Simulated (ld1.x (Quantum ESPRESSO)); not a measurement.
# O (Z = 8): one change to a TM potential, before and after

- Element: O
- Generator: ld1.x (Quantum ESPRESSO) 7.5
- Type: norm-conserving Troullier–Martins (Kleinman–Bylander form)
- Functional: revPBE
- Relativity: non-relativistic
- Frozen core: [He]
- Valence charge: 6
- Reference configuration: 2s2 2p4
- Partial waves: 2s (bound): rc 0.65 bohr; 2p (bound): rc 1.75 bohr
- Local potential: all-electron potential smoothed inside 1.00 bohr (lloc = -2)
- Core correction: Bessel-smoothed model core inside 0.50 bohr

Change: reference 2s2 2p2.

Cutoffs: the cutoffs (Ry, on a coarse ladder) from which the occupation-weighted sum of valence levels, in a spherical-Bessel basis at the reference potential, stays within 10 and 1 mRy of its value at 400 Ry; they do not see the model core or the augmentation charge, which bear on the density cutoff. Errors are all-electron minus pseudo energies relative to the spin-unpolarised reference configuration.

What does the change do?

The potential gets neither clearly harder nor softer (140 Ry and 300 Ry → 160 Ry and 300 Ry); the range in which the p phases agree narrows (upper end 2.3 → -0.0); neither file shows a bound ghost.

```tsv
quantity	base	changed
cutoff, loose	140 Ry	160 Ry
cutoff, tight	300 Ry	300 Ry
loose cutoff by channel (10 mRy a level)	s 70 Ry, p 40 Ry	s 90 Ry, p 45 Ry
bound ghosts	none	none
largest error over its own tests, meV	+3973	+870
s: phases at 1.90 bohr within 0.05 rad from the reference energy up to (Ry; the scan ends near 5)	to the end of the scan	to the end of the scan
p: phases at 1.90 bohr within 0.05 rad from the reference energy up to (Ry; the scan ends near 5)	2.3	-0.0
```
